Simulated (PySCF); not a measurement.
Compound: C2H6F2OSi.
SMILES: `O[SiH2][C@H](F)CF`

Jobs on this species (12 atoms, 58 electrons) with PySCF (density fitting). Hardware of each: one thread of an Arm Neoverse V1, no GPU, shared host. The host was shared with other jobs, so the times are rough. Peak memory is the resident size of the whole Python process, interpreter and libraries included.

Problem. Rank these jobs by wall time, shortest first.
A. delta-SCF UKS SCAN, pcX-2 on the ionised atom, pcseg-1 elsewhere, spin-free X2C; ΔSCF core ionisation, 7 holes; 160 basis functions
B. PBE0/pcSseg-1; shieldings, charges and field gradients; 139 basis functions
C. CAM-B3LYP/def2-SVPD; 8 singlets by full TDDFT, 3 Tamm–Dancoff triplets, polarisability, density and orbital grids written; 181 basis functions

Solution. B (12 s), C (30 s), A (59 s).

All jobs:

| level and settings | work | basis functions | SCF cycles | wall time | peak memory |
| --- | --- | --- | --- | --- | --- |
| PBE0/pcSseg-1 | shieldings, charges and field gradients | 139 | 12 | 12 s | 0.68 GiB |
| CAM-B3LYP/def2-SVPD | 8 singlets by full TDDFT, 3 Tamm–Dancoff triplets, polarisability, density and orbital grids written | 181 | 13 | 30 s | 0.76 GiB |
| delta-SCF UKS SCAN, pcX-2 on the ionised atom, pcseg-1 elsewhere, spin-free X2C | ΔSCF core ionisation, 7 holes | 160 | 112 | 59 s | 0.65 GiB |

Problem. What do all jobs in the table cost together?

Solution. About 1.7 min; the longest takes about 58 % of that, and about 4.9 times as long as the shortest.
